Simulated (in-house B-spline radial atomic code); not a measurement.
**Ionising Li with different functionals**

Computed with an all-electron radial atomic-structure program (B-spline basis): scalar-relativistic (spin-free X2C) Hamiltonian, Fermi nucleus of rms radius 2.444 fm, spin-polarised at highest spin, spherical fractional occupations for the functionals, the average over the highest-spin determinants for Hartree-Fock. The ionisation energy is the difference of two self-consistent energies, [He] 2s1 → 1s2, without Breit or QED terms; ε is the level of the shell that loses the electron (its least bound occupied spin orbital).

| method | rung | ΔSCF (eV) | -ε(2s) (eV) |
| --- | --- | --- | --- |
| Hartree-Fock | Hartree-Fock | ? | ? |
| HF fractional | Hartree-Fock | 5.34 | 5.34 |
| LDA VWN5 | LDA | 5.47 | 3.17 |
| LDA PW92 | LDA | 5.47 | 3.16 |
| LDA exchange-only | LDA | ? | ? |
| PBE | GGA | 5.59 | 3.23 |
| PBEsol | GGA | 5.47 | 3.16 |
| BLYP | GGA | 5.53 | 3.03 |
| RPBE | GGA | 5.65 | 3.25 |
| PW91 | GGA | 5.62 | 3.24 |
| BP86 | GGA | 5.57 | 3.27 |
| AM05 | GGA | 5.45 | 3.15 |
| OLYP | GGA | 5.58 | 3.06 |
| TPSS | meta-GGA | 5.51 | 3.21 |
| r2SCAN | meta-GGA | 5.39 | 3.26 |
| revTPSS | meta-GGA | 5.48 | 3.22 |
| PBE0 | global hybrid | 5.57 | 3.83 |
| B3LYP | global hybrid | 5.63 | 3.65 |
| TPSSh | global hybrid | 5.50 | 3.44 |
| BHandHLYP | global hybrid | 5.52 | 4.24 |
| r2SCAN0 | global hybrid | 5.42 | 3.81 |
| B97-1 | global hybrid | 5.48 | 3.62 |
| HSE06 | range-separated hybrid | 5.56 | 3.46 |
| wB97X | range-separated hybrid | 5.32 | 5.31 |
| CAM-B3LYP | range-separated hybrid | 5.60 | 4.65 |
| LC-wPBE | range-separated hybrid | 5.58 | 5.60 |

Question: What does Hartree-Fock give?

Answer: ΔSCF 5.34 eV, and -ε(2s) = 5.34 eV.

Question: What does LDA exchange-only give?

Answer: ΔSCF 5.03 eV, and -ε(2s) = 2.73 eV.

Question: Among the functionals, which spreads more, the ΔSCF values or the orbital energies?

Answer: The orbital energies: ΔSCF values span about 0.62 eV and the orbital energies 2.87 eV; here energy differences depend much less on the functional than eigenvalues do.

Question: How do they compare with the NIST value?

Answer: NIST lists 5.392 eV (measured, ground level to ground level). Errors run from -0.36 to +0.26 eV; r2SCAN is closest (+0.00 eV), but part of that can be cancellation, since the calculations leave out Breit-QED terms. Hartree-Fock also lacks correlation.
